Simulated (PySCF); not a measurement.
Cost of one run: geometry optimisation, `C[C](C)(C)[AlH-]1[Cl+][AlH2-][Cl+]1`.

Method: PBE0-D3(BJ)/def2-SVP geometry optimisation, gas phase (PySCF 2.14.0). Work: geometry optimisation from a GFN2-xTB start shaken at random, density fitting. The input is one job of a driver script: a line of settings, then coordinates in Å.

Command:
```bash
OMP_NUM_THREADS=1 python probes_run.py task.json out
```

Input:
```
{"job": {"xc": "PBE0", "basis": "def2-SVP", "d3": "d3bj", "grid": 1, "shake": 0.01, "kind": "geom"}, "charge": 0, "multiplicity": 1}
C     -1.652540    -1.202250    -0.789500
C     -0.895170     0.004790    -0.211510
C     -0.956590     1.186650    -1.196870
C     -1.530430     0.419470     1.108940
Al     0.843230    -0.837800     0.339090
Cl     2.370390    -1.017090    -1.239580
Al     3.701170     0.327690    -0.147200
Cl     2.234060     0.506540     1.447750
H     -2.732790    -0.935900    -0.896760
H     -1.592020    -2.040440    -0.116000
H     -1.279640    -1.469560    -1.755890
H     -0.346950     2.028450    -0.800840
H     -1.991400     1.537010    -1.349040
H     -0.541770     0.902760    -2.148280
H     -1.077190     1.278380     1.546790
H     -2.619600     0.667950     0.976080
H     -1.491080    -0.392200     1.828950
H      0.867230    -2.168330     1.109110
H      3.752590     1.673320    -0.885820
H      4.887500    -0.454050     0.365800
```

Hardware: an Arm Neoverse V2 with one thread, no GPU, shared host. PySCF's memory limit was set to 1200 MB.

Question: How large is the basis?

Answer: 188 functions.

Question: Which is nearest to the wall time?
A. 37 min
B. 4.7 h
C. 4.7 min

Answer: C. The run took 4.7 min. The run took 15 energy-and-gradient evaluations and 95 SCF cycles, 19 s an evaluation on average.

Question: How much memory does it need at the peak?

Answer: About 0.92 GiB. Peak memory is the resident size of the whole Python process, interpreter and libraries included.

Question: At this speed, how long would 20000 such jobs take on 8 cores, one job a core?

Answer: 20000/8 gives 2500 rounds of 4.7 min, about 200 h of wall time and 1600 core-hours, if the jobs don't slow each other.

The output:
```
step   0  E = -1563.78482469  max force = 0.035118
step   1  E = -1563.80374593  max force = 0.007364
step   2  E = -1563.80501131  max force = 0.004191
step   3  E = -1563.80603676  max force = 0.002676
step   4  E = -1563.80626611  max force = 0.001739
step   5  E = -1563.80654729  max force = 0.002639
step   6  E = -1563.80660372  max force = 0.002943
step   7  E = -1563.80671675  max force = 0.001333
step   8  E = -1563.80683481  max force = 0.001838
step   9  E = -1563.80690487  max force = 0.002251
step  10  E = -1563.80703905  max force = 0.002162
step  11  E = -1563.80711445  max force = 0.001163
step  12  E = -1563.80713364  max force = 0.001249
step  13  E = -1563.80715865  max force = 0.000852
step  14  E = -1563.80716007  max force = 0.000270
optimisation converged
```

Energies in Eh; «max force» is the largest Cartesian gradient component in Eh/bohr.

The host was shared with other jobs, so the times are rough.

The run converged: final energy -1563.80716 Eh after 14 steps; dipole 0.79 D.
